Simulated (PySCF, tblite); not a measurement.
Isomers of C5H14FNSi2. Level: GFN2-xTB in tblite, geometry and Hessian alike; calculated harmonic values, unscaled, isolated species. The method is semi-empirical: single wavenumbers can be off by several per cent or more. Modes of hydrogen on silicon can be 10 to 20 % off. One conformer each.

Electronic energies: PBE0/pcSseg-1 single points on the GFN2-xTB geometries (PySCF, gas phase).

```csv
SMILES,"electronic energy, lowest = 0 (kJ/mol)"
C=C(F)C[Si@@](C)([SiH3])NC,56.9
C[C@@H](F)[C@@H]1CC[Si@@H]1N[SiH3],0.0
NC[C@@H]([SiH3])[SiH2]/C=C/CF,182.4
```

Task: How do GFN2-xTB zero-point energies change the relative energies?

Result: 
```tsv
SMILES	ZPE (kJ/mol)	of it from modes above 1550 cm⁻¹	electronic (kJ/mol)	with ZPE, lowest = 0 (kJ/mol)	lowest mode (cm⁻¹)	rings
C[C@@H](F)[C@@H]1CC[Si@@H]1N[SiH3]	466.5	236.5	0.0	0.0	24	1
C=C(F)C[Si@@](C)([SiH3])NC	461.1	252.6	56.9	51.5	16	0
NC[C@@H]([SiH3])[SiH2]/C=C/CF	454.6	250.9	182.4	170.4	20	0
```

The zero-point energies span 11.9 kJ/mol, from `NC[C@@H]([SiH3])[SiH2]/C=C/CF` to `C[C@@H](F)[C@@H]1CC[Si@@H]1N[SiH3]`. The order is unchanged.

Task: And how do the electronic energies of GFN2-xTB itself compare?

Result: `C[C@@H](F)[C@@H]1CC[Si@@H]1N[SiH3]` 0.0; `C=C(F)C[Si@@](C)([SiH3])NC` 162.0; `NC[C@@H]([SiH3])[SiH2]/C=C/CF` 238.2 kJ/mol, lowest = 0. Against the energies above, taken from the same isomer `C[C@@H](F)[C@@H]1CC[Si@@H]1N[SiH3]`, the largest difference is 105.1 kJ/mol.
